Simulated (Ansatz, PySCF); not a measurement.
GaHBr2, SMILES [Br][GaH][Br]. Atoms are numbered in the order given.

```xyz
4

Ga    -0.0003     0.0000    -0.8025
H      0.0001     0.0000    -2.3488
Br     0.0001    -1.9180     0.4049
Br     0.0001     1.9180     0.4049
```

Geometry: ωB97X-D3(BJ)/def2-SVP. The structure was generated by enumeration; whether it is a known compound was not checked.

Two levels are set side by side: PBE-D3(BJ)/def2-SVP (Ansatz, a quantum-chemistry and plane-wave program) and ωB97X-D3(BJ)/def2-SVP (PySCF). Each level has its own optimised geometry; the coordinates shown are those of the second. Frequencies come from the Hessian of PySCF at each geometry. Differences are taken from unrounded values.

```csv
quantity,ωB97X-D3(BJ)
mean bond length (Å),2.026
bond Ga1–Br3 (Å),2.266
bond Ga1–Br4 (Å),2.266
bond Ga1–H2 (Å),1.546
highest harmonic wavenumber (cm⁻¹),2086
mean harmonic wavenumber (cm⁻¹),648
zero-point energy (kcal/mol),5.56
```

Task: What does PBE-D3(BJ) give, and how far is it from ωB97X-D3(BJ)? (An estimate is asked for; the answer gives what the named calculation found.)

Result: 
```tsv
quantity	PBE-D3(BJ)	PBE-D3(BJ) minus ωB97X-D3(BJ)
mean bond length (Å)	2.051	0.025
bond Ga1–Br3 (Å)	2.296	0.029
bond Ga1–Br4 (Å)	2.296	0.029
bond Ga1–H2 (Å)	1.562	0.016
highest harmonic wavenumber (cm⁻¹)	1968	-118
mean harmonic wavenumber (cm⁻¹)	606	-43
zero-point energy (kcal/mol)	5.20	-0.37
```

Exact exchange shortens and stiffens bonds; PBE has none. Differences between two approximate levels are no errors against the true value.
